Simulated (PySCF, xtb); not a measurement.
FH3S3Si. Atoms are numbered in the order given.

```xyz
8

F      0.0000     0.0000     1.8772
Si     0.0000     0.0000     0.2509
S     -1.9040     0.6340    -0.4461
S      1.5010     1.3319    -0.4461
S      0.4030    -1.9659    -0.4461
H     -2.5800    -0.2427     0.3346
H      1.0798     2.3557     0.3346
H      1.5002    -2.1130     0.3346
```
Charge 0, spin multiplicity 1.

Geometry optimised at r2SCAN-D4/def2-SVP. The structure was generated by enumeration, and PubChem lists no compound with its InChIKey, so it may never have been made. The values are those of a single conformer.

The numbers are results of IEF-PCM-ωB97X/def2-SVP (PySCF), not measurements.

The values are the electrostatic part of the solvation free energy, E(continuum) − E(gas) at the gas-phase geometry, in a cavity of scaled van der Waals radii (PySCF's table); cavitation and dispersion terms are not included. In vacuum the orbital gap is 12.80 eV. The dipole moment in vacuum is 0.86 D.

```csv
solvent,ε,ΔG(elec) (kcal/mol),dipole (D),gap (eV)
water,78.36,-6.1,1.32,12.97
dichloromethane,8.93,-5.1,1.23,12.95
ethylethanoate,5.99,-4.6,1.19,12.94
```

For comparison, GFN2-xTB/ALPB(water) (xtb, at the GFN2-xTB geometry, all terms of that model) gives -1.4 kcal/mol.
